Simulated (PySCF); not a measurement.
## Correlation energy of Er³⁹⁺ (erbium, charge +39)

[Ar] 3d10 4s1, 2S determinant. All numbers are calculated (PySCF 2.14, scalar relativity by spin-free X2C-1e, in an even-tempered Gaussian basis (19 s from 3.9 bohr⁻², ratio 2.5; 13 p from 5.1 bohr⁻², ratio 2.5; 8 d from 9 bohr⁻², ratio 2.5; 4 f from 24 bohr⁻², ratio 2.7; 4 g from 35 bohr⁻², ratio 2.7)). Frozen: [Ne]; 19 electrons correlated; the 30 highest virtual orbitals of each spin left out.

MP2 pair energies summed by pair of shells (mhartree):

| pair | energy | share (%) |
| --- | --- | --- |
| 3d-3d | -418.73 | 48.5 |
| 3p-3d | -229.38 | 26.6 |
| 3p-3p | -64.65 | 7.5 |
| 3s-3d | -51.81 | 6.0 |
| 3d-4s | -49.15 | 5.7 |
| 3s-3p | -29.19 | 3.4 |
| 3p-4s | -14.03 | 1.6 |
| 3s-3s | -4.63 | 0.5 |
| 3s-4s | -2.34 | 0.3 |

Total MP2 correlation energy: -863.91 mhartree.

At this charge the one-electron X2C treatment keeps the bare 1/r₁₂, with no two-electron picture change or Breit term. The effect here is smaller than on the frozen 1s shell; and a scalar Hamiltonian misses the large spin-orbit splitting of the p shells, which matters for ns² → np² pairs.
